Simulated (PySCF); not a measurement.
## How methods differ on the ionisation energy of Sb²⁺

Sb²⁺ [Kr] 4d10 5s2 5p1 (2P) → Sb³⁺ [Kr] 4d10 5s2 (1S), as a difference of total energies. All numbers are calculated (PySCF 2.14, scalar relativity through the core potential, in def2-SVP with the def2 core potential (28 electrons) (4s4p2d, 26 functions)). Correlated levels: valence: 4s2 4p6 4d10 frozen. The calculations carry no spin-orbit coupling.

| method | ionisation energy (eV) | difference from reference (eV) |
| --- | --- | --- |
| UHF | 24.113 | -1.210 |
| r2SCAN | 24.900 | -0.423 |
| B3LYP | 24.842 | -0.481 |
| MP2 (valence) | 24.244 | -1.079 |
| SCS-MP2 (valence) | 24.227 | -1.096 |
| CCSD (valence) | 24.317 | -1.006 |
| CCSD(T) (valence) | 24.325 | -0.998 |

Reference: 25.323 eV (measured; NIST Atomic Spectra Database, ionization energies).

The reference lies between the lowest fine-structure levels, while these numbers refer to the centres of the terms.

Errors of the correlated levels include the incompleteness of this basis and the frozen core.
